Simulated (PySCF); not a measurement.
**Correlation energy of Bi (bismuth, neutral)**

[Xe] 4f14 5d10 6s2 6p3, high-spin 4S determinant. Computed with PySCF 2.14 in x2c-QZVPPall, with scalar relativity by spin-free X2C-1e. Frozen: [Kr] 4d10 4f14; 23 electrons correlated.

MP2 pair energies summed by pair of shells (mhartree):

| pair | energy | share (%) |
| --- | --- | --- |
| 5d-5d | -272.58 | 41.1 |
| 5p-5d | -100.99 | 15.2 |
| 5d-6s | -79.04 | 11.9 |
| 5d-6p | -63.55 | 9.6 |
| 6s-6p | -35.46 | 5.3 |
| 5p-5p | -33.35 | 5.0 |
| 5s-5d | -21.43 | 3.2 |
| 5s-5p | -15.44 | 2.3 |
| 6p-6p | -11.47 | 1.7 |
| 5p-6s | -10.80 | 1.6 |
| 6s-6s | -8.38 | 1.3 |
| 5p-6p | -6.39 | 1.0 |
| 5s-5s | -3.03 | 0.5 |
| 5s-6s | -1.19 | 0.2 |
| 5s-6p | -0.75 | 0.1 |

Total MP2 correlation energy: -663.85 mhartree.

Same-spin part -238.95 and opposite-spin part -424.90 mhartree; SCS-MP2 scales them by 1/3 and 6/5 to -589.53 mhartree.

This basis was not built for core-valence correlation, so the inner-shell part is incomplete.

Spin-orbit coupling is strong in this species, so the high-spin LS determinant is a model state.
